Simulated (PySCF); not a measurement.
# How the method moves the HOMO and LUMO of `[CH3][Al@H-]([NH3+])[F]`

Compound: CH7AlFN.
SMILES with atom numbers: `[CH3:1][Al@H-:2]([NH3+:3])[F:4]` (hydrogens: H5, H6, H7 on C1; H8 on Al2; H9, H10, H11 on N3)

Structure used (PBE0-D3(BJ)/def2-SVP), in Å, numbered top down from 1:
```
atom  x, y, z in Å
C1    -1.594   -0.408   -0.065
Al2   -0.113    0.875   -0.197
N3     1.533   -0.319    0.146
F4     0.144    1.874    1.148
H5    -1.619   -0.921    0.913
H6    -1.550   -1.186   -0.847
H7    -2.572    0.090   -0.180
H8     0.302    1.540   -1.595
H9     1.442   -0.811    1.036
H10    1.693   -1.018   -0.581
H11    2.371    0.262    0.205
```

Basis pcSseg-2 throughout (PySCF), one geometry. Isolated species at its PBE0-D3(BJ)/def2-SVP geometry, gas phase.

Problem. How do the orbital energies, the gap and the dipole change with the method?

Solution. 
| method | kind | HOMO (eV) | LUMO (eV) | gap (eV) | μ (D) | SCF cycles |
| --- | --- | --- | --- | --- | --- | --- |
| BLYP | GGA | -5.91 | -1.34 | 4.57 | 5.45 | 14 |
| OPBE | GGA | -5.94 | -1.16 | 4.79 | 5.45 | 14 |
| B97-D | GGA | -5.99 | -1.16 | 4.84 | 5.48 | 14 |
| PBE | GGA | -6.00 | -1.29 | 4.71 | 5.46 | 13 |
| LDA | LDA | -6.09 | -1.35 | 4.74 | 5.51 | 13 |
| KT2 | GGA | -6.09 | -1.29 | 4.80 | 5.39 | 14 |
| BP86 | GGA | -6.10 | -1.14 | 4.96 | 5.48 | 14 |
| KT3 | GGA | -6.11 | -1.51 | 4.61 | 5.38 | 15 |
| B97-2 | global hybrid | -7.05 | -0.50 | 6.55 | 5.53 | 13 |
| B3LYP | global hybrid | -7.10 | -0.87 | 6.23 | 5.53 | 13 |
| PBE0 | global hybrid | -7.30 | -0.52 | 6.78 | 5.54 | 12 |
| mPW1PW91 | global hybrid | -7.33 | -0.53 | 6.80 | 5.55 | 12 |
| BHandHLYP | global hybrid | -8.54 | -0.01 | 8.53 | 5.60 | 12 |
| CAM-B3LYP | range-separated hybrid | -8.71 | 0.15 | 8.86 | 5.58 | 12 |
| wB97X-D | range-separated hybrid | -9.20 | 1.27 | 10.47 | 5.58 | 13 |
| LC-wPBE | range-separated hybrid | -10.07 | 1.40 | 11.47 | 5.61 | 13 |
| HF | Hartree–Fock | -10.47 | 1.74 | 12.21 | 5.69 | 10 |

The HOMO spans 4.56 eV, from BLYP down to HF, and the gap runs from 4.57 eV (BLYP) to 12.21 eV (HF). Over the methods BLYP (0 %), OPBE (0 %), B97-D (0 %), PBE (0 %), LDA (0 %), KT2 (0 %), BP86 (0 %), KT3 (0 %), B97-2 (21 %), B3LYP (20 %), PBE0 (25 %), mPW1PW91 (25 %), BHandHLYP (50 %), HF (100 %), a straight line through the gap against the share of exact exchange rises by 0.75 eV for each 10 % (correlation coefficient 0.998). The dipole ranges from 5.38 D (KT3) to 5.69 D (HF). This basis has no diffuse functions.
